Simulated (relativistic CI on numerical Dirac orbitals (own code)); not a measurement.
Calculated at this level of theory: Dirac-Coulomb-Breit CI, separate exchange-only KLI orbitals for each configuration, a model potential for QED, unscaled Slater integrals (own radial code, finite nucleus).

CI space (outside the closed core [Ar]): 3d10 4s2, 3d10 4s 4p, 3d10 4p2, 3d10 4s 4d, 3d10 4d2, 3d10 4s 4f, 3d10 4p 4d, 3d10 4f2, 3d10 4p 4f, 3d10 4s 5s, 3d10 4s 5p, 3d10 4d 4f, 3d10 4s 5d, 3d10 4s 5f, 3d10 4s 6s, 3d10 4s 5g, 3d10 4s 6p, 3d10 4s 6d, 3d10 4s 6f, 3d10 4s 7s, 3d9 4s2 4p, 3d9 4s2 4d, 3d9 4s2 4f, 3d9 4s2 5s, 3d9 4s2 5p, 3d9 4s2 5d. Double excitations out of closed p, d and f shells are left out; levels of such configurations are missing from the list, as are those of other unlisted configurations, and high levels can miss mixing partners. These lack a partner that the ground configuration has and come out too high: 3d9 4s2 4p, 3d9 4s2 4d, 3d9 4s2 4f, 3d9 4s2 5s, 3d9 4s2 5p.

At this charge energies of transitions that change n are usually good to better than 1 %, and those within a shell (Δn = 0) to a few per cent.

Outline of the computed level scheme of Tc XIV. Lowest level of each configuration: 3d10 4s2 1S_0 at 0.000 eV; 3d10 4s 4p 3P°_0 at 26.101 eV; 3d10 4p2 3P_0 at 61.520 eV; 3d10 4s 4d 3D_1 at 83.396 eV; 3d10 4p 4d 3F°_2 at 111.066 eV; 3d10 4s 4f 3F°_2 at 135.811 eV; 3d10 4s 5s 3S_1 at 140.917 eV; 3d10 4s 5p 3P°_0 at 154.761 eV; 3d10 4p 4f 1G_4 at 163.815 eV.

Some strong electric-dipole decays among the lowest 44 levels: 3d10 4s 5s 1S_0 → 3d10 4s 4p 1P°_1 (1.6e+11 s⁻¹); 3d10 4s 4f 1F°_3 → 3d10 4s 4d 1D_2 (1.2e+11 s⁻¹); 3d10 4s 5s 3S_1 → 3d10 4s 4p 3P°_2 (1.1e+11 s⁻¹); 3d10 4s 4d 1D_2 → 3d10 4s 4p 1P°_1 (9.3e+10 s⁻¹); 3d10 4s 4f 3F°_4 → 3d10 4s 4d 3D_3 (8.1e+10 s⁻¹); 3d10 4p 4d 3D°_1 → 3d10 4p2 3P_0 (7.8e+10 s⁻¹); 3d10 4s 4f 3F°_3 → 3d10 4s 4d 3D_2 (7.3e+10 s⁻¹); 3d10 4s 4f 3F°_2 → 3d10 4s 4d 3D_1 (6.9e+10 s⁻¹).

LS names give the leading component of a level, which can be under half, so a name can repeat, a term be missing and a line seem to break the LS rules.
